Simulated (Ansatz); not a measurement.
Mulliken charges of `ClC[SiH2][SbH2]` from B3LYP/def2-TZVPP in Ansatz (PBE0-D4/def2-TZVP geometry).

| atom | x (Å) | y (Å) | z (Å) | charge (e) |
| --- | --- | --- | --- | --- |
| Cl1 | -0.807 | -0.172 | 2.178 | -0.156 |
| C2 | 0.614 | -0.453 | 1.140 | -0.185 |
| Si3 | 0.091 | -0.737 | -0.654 | 0.150 |
| Sb4 | -1.030 | 1.297 | -1.751 | 0.237 |
| H5 | 1.269 | 0.413 | 1.234 | 0.131 |
| H6 | 1.137 | -1.326 | 1.534 | 0.132 |
| H7 | 1.318 | -1.071 | -1.432 | -0.071 |
| H8 | -0.831 | -1.902 | -0.700 | -0.056 |
| H9 | -1.930 | 1.605 | -0.335 | -0.077 |
| H10 | 0.250 | 2.295 | -1.212 | -0.104 |

**Question.** By hand: the dipole of these point charges (1 e Å = 4.8032 D).

**Answer.** Σ q r = (0.174, 0.007, -0.407) e Å, of length 0.443 e Å = 2.13 D.

**Question.** How does the dipole of the full density compare? (Best estimate.)

**Answer.** Ansatz gave: (0.253, -0.052, -0.171) e Å, 1.49 D; the point charges give 1.43 times that, at 34° from its direction.

Point charges leave out the atoms' own dipoles, such as those of lone pairs, and Mulliken's split depends on the basis, so the two needn't agree.

B3LYP here is the variant with VWN-RPA as its local correlation; programs differ in this.
